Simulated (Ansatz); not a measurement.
Basis sets compared for [Cu(OH)2]- (CuO₂H₂⁻). Charge -1, multiplicity 1. Geometry r2SCAN-D4/def2-TZVPD. Ansatz on 4 threads of Arm Neoverse V2 on a shared host; times are rough, and most runs start from earlier orbitals.

Cartesian coordinates in Å:
```
Cu -0.1878 0.0905 0.0161
O 0.4722 1.4321 1.0551
H 1.3042 1.7104 0.6525
O -0.9692 -1.1927 -1.0126
H -0.6194 -2.0403 -0.7111
```

The restricted singlet is unstable towards broken spin symmetry in Hartree–Fock (as tested in another run); at PBE-D4/def2-SVPD, PBE0-D4/def2-SVPD, PBE0-D4/def2-TZVPD this wasn't settled. At PBE-D4/def2-SVPD, PBE-D4/def2-TZVPD the highest occupied level of the charge -1 singlet lies above zero (up to 0.86 eV). By energy differences its removal costs 2.85 eV (vertical, to the charge 0 doublet, at PBE0-D4/def2-TZVPD), and other spins of that charge weren't run.

| level | functions | energy (Eh) | HOMO (eV) | LUMO (eV) | wall time |
| --- | --- | --- | --- | --- | --- |
| PBE-D4/def2-SVPD | 96 | -1791.5312 | 0.86 | 3.41 | 0.55 s |
| PBE0-D4/def2-SVPD | 96 | -1791.5187 | -0.67 | 4.05 | 0.65 s |

Question: Estimate the rows for PBE-D4/def2-TZVPD, PBE0-D4/def2-TZVPD.

Answer: 
| level | functions | energy (Eh) | HOMO (eV) | LUMO (eV) | wall time |
| --- | --- | --- | --- | --- | --- |
| PBE-D4/def2-TZVPD | 146 | -1791.9468 | 0.72 | 3.19 | 0.75 s |
| PBE0-D4/def2-TZVPD | 146 | -1791.9254 | -0.77 | 3.79 | 1 s |
